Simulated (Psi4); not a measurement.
Here is a job for Psi4.
```
memory 2 GB

molecule {
0 2
B    -0.00140670    0.56005390    0.03773480
F     1.10620118   -0.15288980   -0.00904578
F    -1.10541968   -0.15825125   -0.01191800
}

set {
  basis pcseg-1
  reference uks
}

energy('tpss')
print_variables()
```

Problem. What does this run give for the number of basis functions, dipole moment, <S^2>, nuclear repulsion energy?

Solution. 
- number of basis functions = 42
- dipole moment = 0.53 D
- <S^2> = 0.752
- nuclear repulsion energy = 55.5144 Eh

These values belong to the state on which the SCF converged, which isn't shown to be the lowest.
